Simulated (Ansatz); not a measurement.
The cluster AlSi3⁺. Total charge 1; singlet. Geometry PBE0-D4/def2-TZVP; atoms count from 1.

Cartesian coordinates in Å:
```
Al -1.133 -0.920 1.201
Si -0.546 1.277 0.366
Si 1.059 0.860 -1.122
Si 0.620 -1.217 -0.445
```

The structure comes from a short search, and lower isomers may exist.

(1) Estimate the Mulliken populations from the PBE0/def2-TZVP orbitals of Ansatz.

(2) And the Mayer bond orders between bonded heavy atoms (over 0.3)?

Answers

(1) 
```tsv
atom	charge (e)
Al1	0.54
Si2	0.12
Si3	0.21
Si4	0.12
```
Mulliken values and Mayer orders depend strongly on the basis.

(2) Al1–Si2 0.84 (2.42 Å); Al1–Si4 0.84 (2.42 Å); Si2–Si3 1.27 (2.23 Å); Si3–Si4 1.27 (2.23 Å). Values over 0.3 also appear between atoms too far apart for a bond (Al1–Si3 0.55 at 3.66 Å; Si2–Si4 0.94 at 2.87 Å); they arise where an orbital or an unpaired electron spreads over both atoms.
